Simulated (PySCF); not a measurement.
Method: B3LYP-D3(BJ)/def2-TZVP // PBE0-D4/def2-SVP (PySCF 2.14.0). Gas-phase values, no solvent. B3LYP has the VWN-RPA correlation part, as in Gaussian. Excitations are Tamm–Dancoff values on a coarser integration grid. The basis has no diffuse functions, so Rydberg states are missing or too high.

Reference species (SMILES): `[SiH3]c1cccc2c(Cl)cccc12` (neutral, multiplicity 1).

The S1–T1 gap (TDA) comes out as 1.38 eV and the LUMO is -1.86 eV.

Changed species: `[SiH3]c1ccc2cccc(Cl)c2c1`.

**Question.** What does the change do to the S1–T1 gap (TDA) and LUMO?

**Answer.** the S1–T1 gap (TDA) stays essentially unchanged; the LUMO rises by 0.08 eV, to -1.78 eV.
